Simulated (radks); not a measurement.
Results of a calculation; reference values are marked as such.
Problem. The table gives one normalised radial function P(r) = r R(r) of Ge+ in [Ar] 3d10 4s2 4p1 (r in bohr). Code: a radial shooting solver on a logarithmic mesh with Libxc functionals. Model: scalar-relativistic Kohn-Sham, PBE, spin-unpolarised, spherical densities, point nucleus.

r	P
0.004703	0.0020
0.006173	0.0034
0.008103	0.0055
0.01064	0.0090
0.01396	0.0145
0.01832	0.0230
0.02425	0.0363
0.03182	0.0549
0.04177	0.0799
0.05483	0.1104
0.07197	0.1422
0.09447	0.1655
0.125	0.1636
0.1641	0.1180
0.2153	0.0196
0.2827	-0.1161
0.371	-0.2393
0.487	-0.2803
0.6392	-0.1898
0.8458	0.0310
1.11	0.3028
1.457	0.5413
1.913	0.6681
2.511	0.6395
3.295	0.4792
4.36	0.2703
5.723	0.1114
7.512	0.0300

Which n and l does it have? It may be an empty orbital.

Solution. n = 4, l = 1: the number of nodes gives n - l - 1 = 2, the rise at small r (about r^(l+1)) gives l, and the extent must fit the shell. The curve is that of 4p. 4p: eigenvalue -11.242 eV, 2 radial nodes at r = 0.225, 0.818 bohr, <r> = 2.55 bohr, 90 % of the charge inside 3.91 bohr.
